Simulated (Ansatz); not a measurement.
Reactions of C$_{2}$H$_{9}$ClSi$_{2}$ (`C[SiH](C)[SiH2]Cl`).

Gas-phase electronic energies from Ansatz, PBE0-D4/def2-TZVP geometries. CCSD(T)/CBS adds triple-zeta CCSD(T) − MP2 to the extrapolated MP2 energy (def2 sets, frozen cores). This one scheme is used for every species. Double bonds are as drawn, so ΔE can hold a change between cis and trans. Functionals use def2-TZVPP. Triplets are unrestricted, without spin–orbit coupling. def2 core potentials past Kr. For Ge, Sn outer-core shells are correlated without core-valence functions, which leaves a few kJ/mol of doubt a bond. Scalar relativity is left out up to krypton. One conformer a species, not always the lowest.

```
                                                                                     reaction  ωB97X-V (kcal/mol)  PBE-D4 (kcal/mol)  B2PLYP (kcal/mol)  CCSD/CBS(def2) (kcal/mol)
                                                     `C[SiH](C)[SiH2]Cl` → `C[SiH2]C[SiH2]Cl`                -2.5                0.4               -3.2                       -3.3
       `C[SiH](C)[SiH2]Cl` + `O[SiH](O)[NH][GeH3]` → `O[SiH](O)N[SiH2]Cl` + `C[SiH](C)[GeH3]`               -18.2              -18.2              -19.0                      -19.1
                                         `C[SiH](C)[SiH2]Cl` + H–F → `C[SiH](C)[SiH2]F` + HCl                -6.6               -4.4               -7.6                       -6.1
                                                   `C[SiH](C)[SiH2]Cl` → `C[Si](C)([SiH3])Cl`                -3.4               -3.5               -3.3                       -3.3
       `C[SiH](C)[SiH2]Cl` + `O[CH]([SiH3])[SnH3]` → `C[SiH](C)[SnH3]` + `OC([SiH3])[SiH2]Cl`               -11.9              -11.1              -12.2                      -12.1
                    `C[SiH](C)[SiH2]Cl` + `BO[SiH](O)F` → `O[SiH](F)O[SiH2]Cl` + `B[SiH](C)C`                 9.3               12.9                9.5                        8.1
`C[SiH](C)[SiH2]Cl` + `O[SiH](O)/C=C\[SiH2]F` → `O[SiH](O)/C=C\[SiH2]Cl` + `C[SiH](C)[SiH2]F`                 2.9                2.9                2.7                        2.9
                                  `C[SiH](C)[SiH2]Cl` → `C[SiH2][SiH2]Cl` + `[CH2]` (triplet)               116.5              115.9              111.6                      111.5
                                    `C[SiH](C)[SiH2]Cl` + `CCl` → `C[SiH](C)CCl` + `[SiH3]Cl`                 0.8                3.7                0.3                        0.2
    `C[SiH](C)[SiH2]Cl` + `[AlH2][CH](S)[GeH3]` → `C[SiH](S)[SiH2]Cl` + `C[CH]([AlH2])[GeH3]`               -13.4              -13.7              -13.5                      -13.7
```

(1) Give the CCSD(T)/CBS values in the same order. (Estimate.)

Largest T1 diagnostic: 0.013, for `O[CH]([SiH3])[SnH3]`.

Results:

(1) Ansatz gave: -3.1, -19.2, -5.4, -3.4, -11.8, 8.9, 3.0, 114.3, 0.4, -13.7 kcal/mol.
